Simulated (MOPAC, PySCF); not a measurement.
HAlCl2S, SMILES `[SH][Al]([Cl])[Cl]` (H–S–Al–Cl torsion 0°), neutral singlet in the gas phase. 

Z-matrix (Å, degrees):
```
Al
Cl 1 2.0733
Cl 1 2.0771 2 119.89
S 1 2.1530 2 118.91 3 180.00
H 4 1.3417 1 93.17 2 180.00
```
Charge 0, multiplicity 1.

All levels are single points at this geometry (CAM-B3LYP-D3(BJ)/def2-TZVP); Pople sets use spherical d functions. Orbital energies aren't observables, and empty levels follow the basis.

```csv
level,HOMO (eV),LUMO (eV),gap (eV),dipole (D),"vertical IE, Delta-SCF (eV)"
CAM-B3LYP-D3(BJ)/def2-TZVP in PySCF,-9.56,-0.03,9.53,1.06,–
B3LYP/3-21G in PySCF,-8.32,-1.80,6.53,1.62,–
B3LYP/6-311+G** in PySCF,-8.09,-1.63,6.46,1.24,–
B3LYP/6-31G* in PySCF,-7.98,-1.34,6.64,1.25,10.51
M06-2X/6-31G* in PySCF,-9.43,-0.47,8.96,1.26,–
PBE/6-31G* in PySCF,-7.04,-1.94,5.10,1.28,–
SVWN5/6-31G* in PySCF,-7.14,-2.17,4.97,1.33,–
PM3 in MOPAC,-10.44,-3.21,7.23,1.80,–
PM7 in MOPAC,-10.57,-1.15,9.43,1.60,–
```
